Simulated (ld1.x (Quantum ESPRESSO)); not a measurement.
**Sn (Z = 50), TM: configuration errors across variants**

* Element: tin (Sn)
* Generator: ld1.x (Quantum ESPRESSO) 7.5
* Type: norm-conserving Troullier–Martins (Kleinman–Bylander form)
* Functional: BLYP
* Relativity: scalar-relativistic
* Frozen core: [Kr]
* Valence charge: 14
* Reference configuration: 4d10 5s2 5p2
* Partial waves: 5s (bound): rc 1.45 bohr; 5p (bound): rc 1.85 bohr; 4d (bound): rc 0.90 bohr
* Local potential: all-electron potential smoothed inside 0.80 bohr (lloc = -1)
* Core correction: a·sin(br)/r model core inside 0.45 bohr

All-electron excitation energies from the reference (eV): (1) 4d10 5s2 5p1 6.801; (2) 4d10 5s2 5p0 20.782; (3) 4d10 5s1 5p0 51.875; (4) 4d10 5s0 5p0 93.253; (5) 4d9 5s2 5p3 24.364; (6) 4d10 5s1 5p2 14.462; (7) 4d10 5s0 5p4 14.297.

Tests that are not counted but printed errors over 1 eV. “all radii but the core radius scaled by about 1.16 (s 1.68, p 2.14, d 1.04 bohr); local potential all-electron potential smoothed inside 0.92 bohr (lloc = -1)”: 4d10 5s1 5p0 (solver errors, printed error -5.3 eV); 4d9 5s2 5p3 (solver errors, printed error -1850 eV). “all radii but the core radius scaled by about 1.28 (s 1.86, p 2.36, d 1.14 bohr); local potential all-electron potential smoothed inside 1.02 bohr (lloc = -1)”: 4d9 5s2 5p3 (solver errors, printed error -1848 eV). “all radii but the core radius scaled by about 1.35 (s 1.96, p 2.50, d 1.22 bohr); local potential all-electron potential smoothed inside 1.08 bohr (lloc = -1)”: 4d9 5s2 5p3 (solver errors, printed error -1848 eV).

1 further variants failed, have other tests or too few solved ones, and are left out.

A true bound ghost makes a file unfit for plane-wave use even where its test errors are small: the radial tests pick states by their node count and pass the ghost by. Where a test does run into it, the solver fails or the error is huge.

Errors AE − PS in meV (a dash: test not solved or not reliable):

| change | (1) | (2) | (3) | (4) | (5) | (6) | (7) | bound ghosts |
| --- | --- | --- | --- | --- | --- | --- | --- | --- |
| base | -2.1 | -18 | -42 | -55 | -227 | -1.4 | -15 | s, p |
| all radii but the core radius scaled by about 1.16 (s 1.68, p 2.14, d 1.04 bohr); local potential all-electron potential smoothed inside 0.92 bohr (lloc = -1) | +1.1 | +10 | – | -59 | – | +6.9 | -4.9 | s, p |
| all radii but the core radius scaled by about 1.28 (s 1.86, p 2.36, d 1.14 bohr); local potential all-electron potential smoothed inside 1.02 bohr (lloc = -1) | -0.7 | -2.7 | -8.2 | -64 | – | +0.6 | -7.3 | s, p |
| all radii but the core radius scaled by about 1.35 (s 1.96, p 2.50, d 1.22 bohr); local potential all-electron potential smoothed inside 1.08 bohr (lloc = -1) | -1.1 | -4.7 | -15 | -66 | – | -0.6 | -6.9 | s, p |

(1) Give the same row for: all radii but the core radius scaled by about 0.87 (s 1.26, p 1.60, d 0.78 bohr); local potential all-electron potential smoothed inside 0.70 bohr (lloc = -1).

Results:

(1) -0.7, -8.1, -42, -184, -42, -16, -87; bound ghosts: s, p.
